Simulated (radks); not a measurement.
Q: The mean radii <r> (bohr) of the occupied orbitals of an atom or ion are listed with their occupations. Method: non-relativistic Kohn-Sham, r2SCAN, spin-polarised, spherical densities, point nucleus; meta-GGA in the generalised Kohn-Sham scheme; computed with a radial shooting solver on a logarithmic mesh with Libxc functionals.

orbital  occ.      <r>
1s down     1  0.05485
1s up       1  0.05485
2s up       1   0.2480
2s down     1   0.2477
2p up       3   0.2167
2p down     3   0.2164
3s up       1   0.7482
3s down     1   0.7503
3p up       3   0.7812
3p down     3   0.7848
3d up       5   0.9810
3d down     3    1.029
4s up       1    2.803
4s down     1    2.900

Name the element and its charge.

A: Z = 28, nickel, charge 0: Ni in [Ar] 3d(up 5, down 3) 4s2. The 1s radius gives Z: for a bare nucleus <r> = 1.5/Z, 0.05357 bohr for Z = 28, and screening makes it slightly larger (0.05485 here). The occupations add up to 28, and the charge is Z minus that.
